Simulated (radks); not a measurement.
Species: Nd XLIV. Configuration: [Ne] 3s2 3p5.

Method: scalar-relativistic Kohn-Sham, PBE, spin-unpolarised, spherical densities, point nucleus; computed with a radial shooting solver on a logarithmic mesh with Libxc functionals.

Energy parts (eV):
total: -217229.68
kinetic: 233769.84
electron-nucleus: -476444.10
Hartree: 29035.64
exchange-correlation: -3591.06

Orbitals (lengths in bohr, moments of r in powers of bohr; <r^-3> diverges for s and p1/2):
[
 {"orbital": "1s", "occ.": "2", "eigenvalue (eV)": "-46063.68", "<r^-3>": "-", "<r>": "0.02363"},
 {"orbital": "2s", "occ.": "2", "eigenvalue (eV)": "-9594.818", "<r^-3>": "-", "<r>": "0.09989"},
 {"orbital": "2p", "occ.": "6", "eigenvalue (eV)": "-8870.850", "<r^-3>": "9198", "<r>": "0.08770"},
 {"orbital": "3s", "occ.": "2", "eigenvalue (eV)": "-3690.538", "<r^-3>": "-", "<r>": "0.2444"},
 {"orbital": "3p", "occ.": "5", "eigenvalue (eV)": "-3466.966", "<r^-3>": "2334", "<r>": "0.2381"}
]

The highest occupied level is 3p at -3467.0 eV. The density falls to 0.001 e/bohr^3 at r = 0.72 bohr. For comparison, the ionisation energy in NIST's Atomic Spectra Database is 3465 eV (theoretical). In exact Kohn-Sham theory the highest level is minus the ionisation energy, but local and semilocal functionals leave it too shallow, through self-interaction and a potential that decays too fast; potentials with the right tail come closer.

Beside tabulated values, note that spin-unpolarised runs miss the spin-polarisation part of the exchange energy of open shells.
